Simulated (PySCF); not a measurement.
**First hyperpolarisability: `[C-]#[N+]c1cccn1C`, C6H6N2**

Geometry (Å), atoms numbered from 1 in this order:
```xyz
14

C    -1.6973    2.0965   -1.0099
N    -0.7848    1.4218   -0.6920
C     0.2585    0.6344   -0.3209
C     1.6238    0.8512   -0.4045
C     2.2424   -0.3022    0.1297
C     1.2393   -1.1710    0.5150
N     0.0317   -0.5990    0.2401
C    -1.2698   -1.1681    0.4843
H     2.0960    1.7439   -0.8065
H     3.3109   -0.4825    0.2245
H     1.2929   -2.1590    0.9669
H    -1.8530   -0.5356    1.1701
H    -1.8338   -1.2759   -0.4543
H    -1.1435   -2.1586    0.9371
```

The calculation used quadratic response wB97X-D/def2-SVPD first hyperpolarisability, Taylor convention, gas phase (PySCF). Geometry: PBE0-D3(BJ)/def2-SVP.

Task: Give β for the processes computed.

Result: In 10⁻³⁰ esu, Taylor convention; the vector part is βᵢ = ⅓ Σⱼ (βᵢⱼⱼ + βⱼᵢⱼ + βⱼⱼᵢ); β∥ is 3/5 of the vector part along the dipole, the dipole points from − to +:
| process | λ (nm) | β vector norm | β∥ | β HRS | depolarisation ratio |
| --- | --- | --- | --- | --- | --- |
| static β(0;0,0) | ∞ | 3.33 | 1.68 | 1.53 | 3.76 |
| second harmonic β(−2ω;ω,ω) | 1907 | 3.58 | 1.81 | 1.64 | 3.79 |
| Pockels β(−ω;ω,0) | 1907 | 3.41 | 1.72 | – | – |
| second harmonic β(−2ω;ω,ω) | 1064 | 4.28 | 2.16 | 1.94 | 3.89 |
| Pockels β(−ω;ω,0) | 1064 | 3.60 | 1.82 | – | – |

Task: Which lowest excitations, dipole and polarisabilities go with it?

Result: S1 5.49 eV (f = 0.347); S2 5.83 eV (f = 0.000); S3 6.19 eV (f = 0.057); dipole 3.79 D; isotropic α 84.4 au static, 84.7 au at 1907 nm, 85.5 au at 1064 nm, 85.8 au at 953.5 nm, 89.2 au at 532 nm.
